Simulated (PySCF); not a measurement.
Computed shifts of a molecule C3H4FNSSi, PySCF with HF/pcSseg-1, GIAO, gas phase, equivalent atoms averaged, in ppm (number of nuclei): ¹⁹F: -122.6 (1). ¹³C: 181.1 (1), 158.4 (1), 135.0 (1). ¹⁵N: 393.2 (1). ²⁹Si: -74.1 (1). ¹H: 8.69 (1), 4.63 (3). References: ¹⁹F against CFCl3 (σ = 238.5 ppm); ¹³C against TMS (σ = 192.6 ppm); ³³S against H2S (σ = 725.2 ppm); ¹⁵N against NH3 (σ = 267.3 ppm); ²⁹Si against TMS (σ = 393.8 ppm); ¹H against TMS (σ = 31.99 ppm), references at their B3LYP-D3(BJ)/def2-TZVP geometries, non-relativistic. Coordinates come from a ωB97X-D3(BJ)/def2-SVP optimisation. One conformer was computed; it need not be the lowest.

**Question.** Identify the compound among the candidates.
A. Fc1cnc([SiH3])s1
B. Fc1scnc1[SiH3]
C. Fc1ncsc1[SiH3]
D. Fc1csc([SiH3])n1

**Answer.** B, Fc1scnc1[SiH3]
